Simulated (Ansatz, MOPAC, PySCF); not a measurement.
Breaking a bond: AlH, singlet.

Computed with: UKS-B3LYP/6-311+G** = unrestricted B3LYP/6-311+G**, spherical d (PySCF 2.14.0); RKS-B3LYP/6-31G* = PySCF with restricted B3LYP/6-31G*, spherical d; AM1, restricted, heats of formation (MOPAC); FCI = full CI/cc-pVDZ, frozen core (Ansatz, an electronic-structure program).

Energies relative to the lowest point of each curve near equilibrium, in eV; the last columns give the difference from FCI:

```json
[
 {"R / Å": "1.25", "UKS-B3LYP/6-311+G**": "1.558", "RKS-B3LYP/6-31G*": "1.627", "AM1": "0.324", "FCI": "1.532", "UKS-B3LYP/6-311+G** − FCI": "0.026", "RKS-B3LYP/6-31G* − FCI": "0.094", "AM1 − FCI": "-1.209"},
 {"R / Å": "1.35", "UKS-B3LYP/6-311+G**": "0.765", "RKS-B3LYP/6-31G*": "0.807", "AM1": "0.077", "FCI": "0.750", "UKS-B3LYP/6-311+G** − FCI": "0.015", "RKS-B3LYP/6-31G* − FCI": "0.057", "AM1 − FCI": "-0.673"},
 {"R / Å": "1.40", "UKS-B3LYP/6-311+G**": "0.501", "RKS-B3LYP/6-31G*": "0.533", "AM1": "0.016", "FCI": "0.491", "UKS-B3LYP/6-311+G** − FCI": "0.010", "RKS-B3LYP/6-31G* − FCI": "0.042", "AM1 − FCI": "-0.475"},
 {"R / Å": "1.50", "UKS-B3LYP/6-311+G**": "0.168", "RKS-B3LYP/6-31G*": "0.184", "AM1": "0.000", "FCI": "0.163", "UKS-B3LYP/6-311+G** − FCI": "0.005", "RKS-B3LYP/6-31G* − FCI": "0.021", "AM1 − FCI": "-0.163"},
 {"R / Å": "1.59", "UKS-B3LYP/6-311+G**": "0.031", "RKS-B3LYP/6-31G*": "0.037", "AM1": "0.091", "FCI": "0.029", "UKS-B3LYP/6-311+G** − FCI": "0.002", "RKS-B3LYP/6-31G* − FCI": "0.008", "AM1 − FCI": "0.062"},
 {"R / Å": "1.66", "UKS-B3LYP/6-311+G**": "0.000", "RKS-B3LYP/6-31G*": "0.001", "AM1": "0.222", "FCI": "0.000", "UKS-B3LYP/6-311+G** − FCI": "0.000", "RKS-B3LYP/6-31G* − FCI": "0.001", "AM1 − FCI": "0.222"},
 {"R / Å": "1.68", "UKS-B3LYP/6-311+G**": "0.001", "RKS-B3LYP/6-31G*": "0.000", "AM1": "0.268", "FCI": "0.001", "UKS-B3LYP/6-311+G** − FCI": "-0.001", "RKS-B3LYP/6-31G* − FCI": "-0.001", "AM1 − FCI": "0.266"},
 {"R / Å": "1.80", "UKS-B3LYP/6-311+G**": "0.073", "RKS-B3LYP/6-31G*": "0.067", "AM1": "0.610", "FCI": "0.078", "UKS-B3LYP/6-311+G** − FCI": "-0.005", "RKS-B3LYP/6-31G* − FCI": "-0.011", "AM1 − FCI": "0.532"},
 {"R / Å": "1.82", "UKS-B3LYP/6-311+G**": "0.094", "RKS-B3LYP/6-31G*": "0.087", "AM1": "0.676", "FCI": "0.100", "UKS-B3LYP/6-311+G** − FCI": "-0.006", "RKS-B3LYP/6-31G* − FCI": "-0.013", "AM1 − FCI": "0.576"},
 {"R / Å": "1.93", "UKS-B3LYP/6-311+G**": "0.240", "RKS-B3LYP/6-31G*": "0.232", "AM1": "1.063", "FCI": "0.252", "UKS-B3LYP/6-311+G** − FCI": "-0.012", "RKS-B3LYP/6-31G* − FCI": "-0.020", "AM1 − FCI": "0.811"},
 {"R / Å": "2.06", "UKS-B3LYP/6-311+G**": "0.460", "RKS-B3LYP/6-31G*": "0.453", "AM1": "1.524", "FCI": "0.479", "UKS-B3LYP/6-311+G** − FCI": "-0.019", "RKS-B3LYP/6-31G* − FCI": "-0.026", "AM1 − FCI": "1.045"},
 {"R / Å": "2.24", "UKS-B3LYP/6-311+G**": "0.802", "RKS-B3LYP/6-31G*": "0.802", "AM1": "2.107", "FCI": "0.829", "UKS-B3LYP/6-311+G** − FCI": "-0.027", "RKS-B3LYP/6-31G* − FCI": "-0.027", "AM1 − FCI": "1.278"},
 {"R / Å": "2.48", "UKS-B3LYP/6-311+G**": "1.266", "RKS-B3LYP/6-31G*": "1.283", "AM1": "2.849", "FCI": "1.294", "UKS-B3LYP/6-311+G** − FCI": "-0.028", "RKS-B3LYP/6-31G* − FCI": "-0.012", "AM1 − FCI": "1.554"},
 {"R / Å": "2.74", "UKS-B3LYP/6-311+G**": "1.738", "RKS-B3LYP/6-31G*": "1.780", "AM1": "3.605", "FCI": "1.747", "UKS-B3LYP/6-311+G** − FCI": "-0.008", "RKS-B3LYP/6-31G* − FCI": "0.033", "AM1 − FCI": "1.859"},
 {"R / Å": "2.98", "UKS-B3LYP/6-311+G**": "2.122", "RKS-B3LYP/6-31G*": "2.197", "AM1": "4.196", "FCI": "2.093", "UKS-B3LYP/6-311+G** − FCI": "0.029", "RKS-B3LYP/6-31G* − FCI": "0.104", "AM1 − FCI": "2.103"},
 {"R / Å": "3.30", "UKS-B3LYP/6-311+G**": "2.477", "RKS-B3LYP/6-31G*": "2.680", "AM1": "4.819", "FCI": "2.439", "UKS-B3LYP/6-311+G** − FCI": "0.038", "RKS-B3LYP/6-31G* − FCI": "0.241", "AM1 − FCI": "2.380"},
 {"R / Å": "3.74", "UKS-B3LYP/6-311+G**": "2.766", "RKS-B3LYP/6-31G*": "3.212", "AM1": "5.427", "FCI": "2.723", "UKS-B3LYP/6-311+G** − FCI": "0.043", "RKS-B3LYP/6-31G* − FCI": "0.489", "AM1 − FCI": "2.704"},
 {"R / Å": "4.08", "UKS-B3LYP/6-311+G**": "2.900", "RKS-B3LYP/6-31G*": "3.531", "AM1": "5.755", "FCI": "2.834", "UKS-B3LYP/6-311+G** − FCI": "0.067", "RKS-B3LYP/6-31G* − FCI": "0.697", "AM1 − FCI": "2.921"},
 {"R / Å": "4.44", "UKS-B3LYP/6-311+G**": "2.993", "RKS-B3LYP/6-31G*": "3.797", "AM1": "6.009", "FCI": "2.892", "UKS-B3LYP/6-311+G** − FCI": "0.101", "RKS-B3LYP/6-31G* − FCI": "0.905", "AM1 − FCI": "3.117"},
 {"R / Å": "5.00", "UKS-B3LYP/6-311+G**": "3.075", "RKS-B3LYP/6-31G*": "4.096", "AM1": "6.284", "FCI": "2.927", "UKS-B3LYP/6-311+G** − FCI": "0.148", "RKS-B3LYP/6-31G* − FCI": "1.170", "AM1 − FCI": "3.357"},
 {"R / Å": "5.78", "UKS-B3LYP/6-311+G**": "3.123", "RKS-B3LYP/6-31G*": "4.346", "AM1": "6.530", "FCI": "2.939", "UKS-B3LYP/6-311+G** − FCI": "0.185", "RKS-B3LYP/6-31G* − FCI": "1.407", "AM1 − FCI": "3.592"},
 {"R / Å": "6.68", "UKS-B3LYP/6-311+G**": "3.133", "RKS-B3LYP/6-31G*": "4.489", "AM1": "6.720", "FCI": "2.941", "UKS-B3LYP/6-311+G** − FCI": "0.192", "RKS-B3LYP/6-31G* − FCI": "1.548", "AM1 − FCI": "3.779"}
]
```

UKS-B3LYP/6-311+G** is furthest from FCI at 6.68 (0.192 eV, above); its mean absolute difference over the points is 0.044 eV.

RKS-B3LYP/6-31G* is furthest from FCI at 6.68 (1.548 eV, above); its mean absolute difference over the points is 0.315 eV.

AM1 is furthest from FCI at 6.68 (3.779 eV, above); its mean absolute difference over the points is 1.576 eV.

The unrestricted determinant behind UKS-B3LYP/6-311+G** is spin-contaminated at 2.98 to 6.68 Å (<S²> up to 1.0, against 0.00 for a pure singlet). The restricted form behind RKS-B3LYP/6-31G*, AM1 keeps the bonding electrons paired and can't separate into open-shell fragments.
